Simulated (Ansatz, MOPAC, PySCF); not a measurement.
Noncovalent pair: C2H4 (SMILES C=C) (first 6 atoms) with CH3NO (SMILES NC=O); geometry from B3LYP-D3(BJ)/def2-TZVP, rigid monomers moved along the line of their centres of mass till C1···H10 is 3.53 Å.
(charge 0, multiplicity 1):
```
atom    x (Å)    y (Å)    z (Å)
----  -------  -------  -------
C      0.4519   0.4774   0.7391
C     -0.4232  -0.5141   0.6331
H      1.2096   0.4683   1.5133
H      0.4487   1.3184   0.0556
H     -1.1806  -0.5278  -0.1418
H     -0.3974  -1.3525   1.3186
N     -0.9977   0.4195   4.9553
C     -0.1092  -0.4257   5.5270
O      0.7114  -1.0847   4.9248
H     -1.0021   0.5300   3.9511
H     -1.6524   0.9353   5.5156
H     -0.2033  -0.4610   6.6280
```

Monomers are frozen at their geometry in the pair; levels with a basis set take the counterpoise correction.

The state that AM1 reach isn't checked.

Run with Ansatz (a program for electronic structure); MOPAC for AM1 (differences of heats of formation); PySCF for the dispersion terms. Each number belongs to the level named beside it.

One of these levels gives -0.21 kcal/mol for the interaction energy. Which?
A) AM1
B) B3LYP-D4/def2-TZVPPD
C) HF/aug-cc-pVDZ

A, AM1. The others give -1.18 (HF/aug-cc-pVDZ), -1.62 (B3LYP-D4/def2-TZVPPD)
